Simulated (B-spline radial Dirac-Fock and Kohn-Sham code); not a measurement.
# Auger decay of the 2s hole in Hf²⁺

System: Hf²⁺ in the configuration [Xe] 4f14 5d2, inside a Watson sphere of charge -2 and radius 2 Å (a model of the Madelung potential; inside it an electron's potential energy is raised by 14.4 eV).

The run's input, task.json:

```json
{"items": [{
  "Z": 72,
  "q": 2,
  "cfg": [[1, 0, 2], [2, 0, 2], [2, 1, 6], [3, 0, 2], [3, 1, 6], [3, 2, 10], [4, 0, 2], [4, 1, 6], [4, 2, 10], [4, 3, 14], [5, 0, 2], [5, 1, 6], [5, 2, 2]],
  "A": 180,
  "rrms": 5.347,
  "watson": [-2, 2.0],
  "do": ["binding", "quiet", "decay"],
  "holes": ["K", "L1", "L2", "L3", "M1", "M2", "M3", "M4", "M5", "N1", "N2", "N3", "N4", "N5", "N6", "N7"]
}]}
```

Run with: `python xray_run.py task.json out`

Calculated with a radial finite-basis atomic code, using independent-particle rates on relativistic LDA orbitals of the hole state (multipoles up to L = 3, Coulomb Auger matrix elements, transition energies from Dirac-Fock). Kinetic energies are configuration averages from the vacuum level; the two-hole energies are estimated from single-hole states.

```
transition  kinetic energy (eV)  width (meV)  share (%)
   L1-L2N2                53.82          187        3.9
   L1-L2N3                112.9          204        4.2
   L1-L2N4                275.2         63.0        1.3
   L1-L2N5                285.6         86.4        1.8
   L1-L2N6                492.1          164        3.4
   L1-L2N7                493.9          216        4.5
   L1-L3N1               1134.6          252        5.2
   L1-L3N2               1231.4          107        2.2
   L1-L3N3               1292.3          162        3.3
   L1-L3N4               1452.9          343        7.1
   L1-L3N5               1464.7          425        8.8
   L1-L3N6               1670.3          262        5.4
   L1-L3N7               1672.2          328        6.8
   L1-M1M1               6000.6         58.7        1.2
   L1-M1M2               6248.4          120        2.5
   L1-M1M3               6506.8          205        4.2
   L1-M1M4               6890.8          164        3.4
   L1-M1M5               6946.3          218        4.5
   L1-M2M5               7179.0         70.0        1.4
   L1-M4M5               7826.2          316        6.5
   L1-M5M5               7883.0         85.9        1.8
   L1-M1N3               8250.6         45.7        0.9
   L1-M1N5               8422.1         42.0        0.9
   L1-M4N5               9310.4         42.9        0.9
```

Coster-Kronig rates are the weakest part of this model and often come out 1.5 to 2.5 times too large. The listed channels hold 86 % of the non-radiative rate. Summed by principal shells, of 4.85 eV in all: LLN 57.7 %, LMM 27.0 %, LMN 9.7 %, LLO 3.8 %, LNN 0.8 %, LMO 0.8 %.
